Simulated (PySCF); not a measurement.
Isomers of C9H9BO2, from PBE0-D3(BJ)/def2-SVP geometry optimisation, gas phase (PySCF). One conformer each, no zero-point energy, no frequencies.

Question: Which is lower in electronic energy at this level?
A. `[BH2-:1]1[O:2][CH:3]=[CH:4][C:5]([c:6]2[cH:7][cH:8][cH:9][cH:10][cH:11]2)=[O+:12]1` with C4–C5–C6–C7 4°, O12–B1–O2–C3 39°, B1–O2–C3–C4 -15°, C3–C4–C5–C6 -163°, O2–B1–O12–C5 -40°: A = 2831, B = 549.9, C = 464.9 MHz, dipole 5.55 D
B. `[CH3:1][c:2]1[cH:3][cH:4][c:5]([C:6]#[C:7][B:8]([OH:9])[OH:10])[cH:11][cH:12]1` with C7–B8–O9–H 180°, C7–B8–O10–H 180°: A = 3588, B = 318.8, C = 293.4 MHz, dipole 1.11 D

Answer: B. That is `Cc1ccc(C#CB(O)O)cc1`, 16.5 kcal/mol below the other.

| SMILES | mapped SMILES | E (Eh) | relative (kcal/mol) | relative (kJ/mol) | dipole (D) |
| --- | --- | --- | --- | --- | --- |
| Cc1ccc(C#CB(O)O)cc1 | [CH3:1][c:2]1[cH:3][cH:4][c:5]([C:6]#[C:7][B:8]([OH:9])[OH:10])[cH:11][cH:12]1 | -522.77331 | 0.0 | 0.0 | 1.11 |
| [BH2-]1OC=CC(c2ccccc2)=[O+]1 | [BH2-:1]1[O:2][CH:3]=[CH:4][C:5]([c:6]2[cH:7][cH:8][cH:9][cH:10][cH:11]2)=[O+:12]1 | -522.74705 | 16.5 | 69.0 | 5.55 |

As drawn, the lower has an O–H bond, which the higher lacks.
